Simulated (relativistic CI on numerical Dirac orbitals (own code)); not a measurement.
Radial parameters of Ru5+

Method of calculation: Dirac-Coulomb-Breit CI, KLI orbitals optimised for each configuration, model QED, valence Slater integrals scaled by 0.85, P86 correlation energy added to each configuration (own radial code, finite nucleus).

Slater integrals F^k, G^k are unscaled and averaged over j, outside the closed core [Ar] 3d10; ζ comes from projecting the Hamiltonian with its Breit term on Σ l·s of the shell.

- 4s2 4p6 4d3: F^2(4d,4d) = 77320, F^4(4d,4d) = 51368, ζ(4d) = 1406.4 cm⁻¹; <r>(4d) = 1.316, <r^2>(4d) = 2.001 (bohr units).
- 4s2 4p6 4d2 5s: F^2(4d,4d) = 78641, F^4(4d,4d) = 52306, ζ(4d) = 1498.7, G^2(4d,5s) = 17363 cm⁻¹; <r>(4d) = 1.294, <r^2>(4d) = 1.935, <r>(5s) = 2.221, <r^2>(5s) = 5.5 (bohr units).
- 4s2 4p6 4d2 4f: F^2(4d,4d) = 78312, F^4(4d,4d) = 52062, ζ(4d) = 1496.8, F^2(4d,4f) = 46644, F^4(4d,4f) = 28296, G^1(4d,4f) = 52964, G^3(4d,4f) = 31859, G^5(4d,4f) = 22174, ζ(4f) = -43.995 cm⁻¹; <r>(4d) = 1.299, <r^2>(4d) = 1.951, <r>(4f) = 2.235, <r^2>(4f) = 5.892 (bohr units).

Q: Give the Racah parameters of the d shell in 4s2 4p6 4d3.

A: B = F²/49 − 5F⁴/441 = 996 cm⁻¹ and C = 35F⁴/441 = 4077 cm⁻¹.

In this model ζ of a weakly bound d, f or g electron outside closed shells comes out too small, for d by up to a factor of two or three and at times with the wrong sign; that of an outer p electron is too small as well.

Averages of the first 10 configurations, taken without configuration mixing, which lowers the lowest level and can move excited configurations by several eV; other configurations of the list can lie among them:

| Configuration | Parity | States | Average energy above the lowest level (eV) |
| --- | --- | --- | --- |
| 4s2 4p6 4d3 | even | 120 | 2.7 |
| 4s2 4p6 4d2 5s | even | 90 | 21.5 |
| 4s2 4p6 4d2 4f | odd | 630 | 43.4 |
| 4s2 4p6 4d2 5p | odd | 270 | 30.4 |
| 4s2 4p5 4d4 | odd | 1260 | 51.2 |
| 4s2 4p6 4d2 5d | even | 450 | 43.2 |
| 4s2 4p6 4d2 6s | even | 90 | 47.2 |
| 4s2 4p6 4d2 6p | odd | 270 | 51.0 |
| 4s2 4p6 4d 5s 5p | odd | 120 | 51.1 |
| 4s 4p6 4d4 | even | 420 | 87.4 |
